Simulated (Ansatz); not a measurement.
One change: `C=C[O][InH2]` becomes `C=COC`.

Ansatz, PBE0-D4/def2-TZVP geometries, multiplicity 1. Each molecule was computed in one conformer, which needn't be the lowest.

Elements past krypton have def2 core potentials.

| property | `C=C[O][InH2]` |
| --- | --- |
| HOMO–LUMO gap (PBE/def2-TZVPP) / eV | 2.68 |
| LUMO energy (ωB97M-V/def2-TZVPP) / eV | -0.34 |
| HOMO–LUMO gap (ωB97M-V/def2-TZVPP) / eV | 8.15 |
| HOMO energy (PBE0/def2-TZVPP) / eV | -6.27 |
| size of the dipole moment (PBE/def2-TZVPP) / D | 2.02 |
| zero-point energy (PBE0-D4/def2-TZVP) / kJ/mol | 152.0 |

(1) Give the same properties after the change, and the shifts. (An estimate is asked.)

## Answers

(1) Ansatz gave: 
```csv
property,`C=COC`,shift
HOMO–LUMO gap (PBE/def2-TZVPP) / eV,5.39,2.71
LUMO energy (ωB97M-V/def2-TZVPP) / eV,3.02,3.36
HOMO–LUMO gap (ωB97M-V/def2-TZVPP) / eV,12.01,3.86
HOMO energy (PBE0/def2-TZVPP) / eV,-6.73,-0.46
size of the dipole moment (PBE/def2-TZVPP) / D,0.90,-1.12
zero-point energy (PBE0-D4/def2-TZVP) / kJ/mol,224.5,72.5
```

With PBE0 the HOMO falls by 0.46 eV and the LUMO rises by 2.71 eV, so the gap widens by about 3.17 eV. PBE moves the HOMO by -0.33 eV and ωB97M-V by -0.50 eV. The zero-point energy changes by 72.5 kJ/mol with +3 modes. Dipoles are sizes alone; their direction can turn.
